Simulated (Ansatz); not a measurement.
(BeO)4 cube (Be₄O₄). The state is a singlet with charge 0. Geometry relaxed at B3LYP-D4/def2-SVP.

```xyz
8

Be    0.871   -0.117   -0.918
O    -0.693   -0.054   -1.352
Be   -0.663    1.069   -0.179
O     0.941    1.193    0.040
Be    0.579    0.045    1.130
O     0.794   -1.279    0.214
Be   -0.787   -0.997   -0.033
O    -1.042    0.140    1.098
```

(1) Estimate the harmonic wavenumbers at RKS B3LYP-D4/def2-SVP (Ansatz, unscaled). Is this a minimum?

Answers

(1) 524, 524, 576, 576, 576, 587, 587, 587, 676, 676, 759, 788, 788, 788, 972, 972, 972, 1010 cm⁻¹. Yes, no mode is imaginary beyond noise. Zero-point energy 77.4 kJ/mol. It took 45 s on 4 threads of Arm Neoverse V1 on a shared host.
